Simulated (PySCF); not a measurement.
## Correlation energy of Ne²⁺ (neon, charge +2)

[He] 2s2 2p3 3d1, high-spin 5D determinant (an excited configuration). Calculation: PySCF 2.14, in aug-cc-pCVTZ-DK with one added diffuse shell each of s, p, d, f type (8s7p5d3f, 75 functions); scalar relativity by spin-free X2C-1e. Frozen: 1s2; 6 electrons correlated.

MP2 pair energies summed by pair of shells (mhartree):

```csv
pair,energy,share (%)
2s-2p,-71.02,62.4
2p-2p,-24.46,21.5
2s-2s,-10.64,9.4
2s-3d,-4.03,3.5
2p-3d,-3.63,3.2
```

Total MP2 correlation energy: -113.78 mhartree.

Same-spin part -34.99 and opposite-spin part -78.79 mhartree; SCS-MP2 scales them by 1/3 and 6/5 to -106.21 mhartree.
